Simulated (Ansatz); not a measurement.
Pulling on the Al1–H2 bond in AlClFH (SMILES [F][AlH][Cl]) (multiplicity 1 held, fragments rigid). Energies count from the point at 1.555 Å.
Geometry at that point (charge 0, multiplicity 1):
```xyz
4

Al    -0.56121     0.17721    -0.47070
H     -1.75578    -0.36995    -1.30319
F     -0.21593     1.78615    -0.49600
Cl     0.64676    -1.05936     0.69920
```

Signs of static correlation in cc-pV(D+d)Z, with CASSCF(2,2), from Ansatz (a first-principles code) runs.

```
R (Å)  T1 of restricted CCSD  ⟨S²⟩ of UHF  largest double amplitude of restricted CCSD  weight of the CASSCF reference in MRCISD  CASSCF natural occupations
-----  ---------------------  -----------  -------------------------------------------  ----------------------------------------  --------------------------
1.244                  0.012        0.000                                        0.036                                     0.906                   1.99 0.01
1.400                  0.012        0.000                                        0.036                                     0.906                   1.98 0.02
1.555                  0.012        0.000                                        0.035                                     0.906                   1.98 0.02
1.711                  0.013        0.000                                        0.035                                     0.906                   1.97 0.03
1.867                  0.013        0.000                                        0.060                                     0.906                   1.96 0.04
2.100                  0.014        0.000                                        0.104                                     0.907                   1.93 0.07
2.333                  0.015        0.263                                        0.161                                     0.907                   1.88 0.12
2.722                  0.021            …                                        0.282                                     0.908                   1.75 0.25
3.111                  0.029        0.900                                        0.427                                     0.908                   1.57 0.43
3.578                  0.040        0.971                                        0.605                                     0.908                   1.36 0.64
4.200                  0.048        0.996                                            …                                     0.908                   1.16 0.84
4.977                  0.050        1.002                                        0.897                                     0.908                   1.06 0.94
```

Question: Some entries are withheld; supply them.

Answer: 
- 2.722, ⟨S²⟩ of UHF: 0.727
- 4.200, largest double amplitude of restricted CCSD: 0.784

Doubts at one or more of the structures used: a restricted determinant that unrestricted orbitals would lower (R-CCSD(T)/cc-pV(D+d)Z); other coupled-cluster roots lie near (R-CCSD(T)/cc-pV(D+d)Z); a spin-contaminated determinant (U-CCSD(T)/cc-pV(D+d)Z); T1 above 0.05 (U-CCSD(T)/cc-pV(D+d)Z).
